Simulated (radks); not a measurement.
The mean radii <r> (bohr) of the occupied orbitals of an atom or ion are listed with their occupations. Method: Dirac Kohn-Sham, PBE, spin-unpolarised, spherical densities, finite nucleus; Fermi nuclear charge, rms radius of each element as measured or else 0.836 A^(1/3) + 0.57 fm; computed with a radial shooting solver on a logarithmic mesh with Libxc functionals.

| orbital | occ. | <r> |
|---|---|---|
| 1s1/2 | 2 | 0.05845 |
| 2s1/2 | 2 | 0.2667 |
| 2p1/2 | 2 | 0.2334 |
| 2p3/2 | 4 | 0.2365 |
| 3s1/2 | 2 | 0.8105 |
| 3p1/2 | 2 | 0.8514 |
| 3p3/2 | 4 | 0.8608 |
| 3d3/2 | 2.4 | 1.137 |
| 3d5/2 | 3.6 | 1.144 |
| 4s1/2 | 2 | 2.989 |

Name the element and its charge. Open shells, if any, are shared by 2j + 1.

Answer. Z = 26, iron, charge 0: Fe in [Ar] 3d6 4s2. The 1s radius gives Z: for a bare nucleus <r> = (2 gamma + 1)/(2Z) with gamma = sqrt(1 - (Z/c)^2), 0.05699 bohr for Z = 26, and screening makes it slightly larger (0.05845 here). The occupations add up to 26, and the charge is Z minus that.
